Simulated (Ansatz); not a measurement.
Gas-phase electronic energies from Ansatz, PBE0-D4/def2-TZVP geometries. CCSD(T)/CBS is the MP2 limit (def2-TZVPP, def2-QZVPP) plus CCSD(T) − MP2 in def2-TZVPP, frozen cores. Functionals use def2-TZVPP. B3LYP here is the variant with VWN-RPA as its local correlation; programs differ in this. For Ge outer-core shells are correlated without core-valence functions, which leaves a few kJ/mol of doubt a bond. Scalar relativity is left out up to krypton. Each species was taken in one conformer, which may not be the lowest.

Reaction (redistribution): `O[SiH](O)CF` + `O[SiH2][CH2][GeH3]` → `O[SiH2]C[SiH](O)O` + `F[CH2][GeH3]`

| level | ΔE (kJ/mol) | difference from CCSD(T)/CBS |
| --- | --- | --- |
| PBE-D4 | -23.5 | -6.3 |
| r2SCAN-D4 | -22.1 | -4.9 |
| PBE0-D4 | -22.0 | -4.8 |
| B3LYP-D4 | -21.1 | -3.9 |
| ωB97X-V | -19.9 | -2.7 |
| ωB97M-V | -21.0 | -3.8 |
| B2PLYP | -18.4 | -1.2 |
| PBE | -21.8 | -4.6 |
| r2SCAN | -21.6 | -4.4 |
| PBE0 | -20.5 | -3.3 |
| B3LYP | -18.4 | -1.2 |
| HF/def2-TZVPP | -9.8 | 7.4 |
| MP2/def2-TZVPP | -18.6 | -1.4 |
| SCS-MP2/def2-TZVPP | -16.1 | 1.1 |
| CCSD/def2-TZVPP | -17.0 | 0.2 |
| CCSD(T)/def2-TZVPP | -18.5 | -1.3 |
| HF/def2-QZVPP | -9.7 | 7.5 |
| MP2/def2-QZVPP | -17.8 | -0.6 |
| SCS-MP2/def2-QZVPP | -15.4 | 1.8 |
| HF/CBS(def2) | -9.7 | 7.5 |
| MP2/CBS(def2) | -17.3 | -0.1 |
| CCSD/CBS(def2) | -15.8 | 1.4 |
| CCSD(T)/CBS | -17.2 | 0 |

Largest T1 diagnostic among the species: 0.011.

In def2-TZVPP, CCSD(T) changes the Hartree–Fock value by −8.7 kJ/mol (the triples alone add −1.5 kJ/mol) and MP2 by −8.8 kJ/mol.
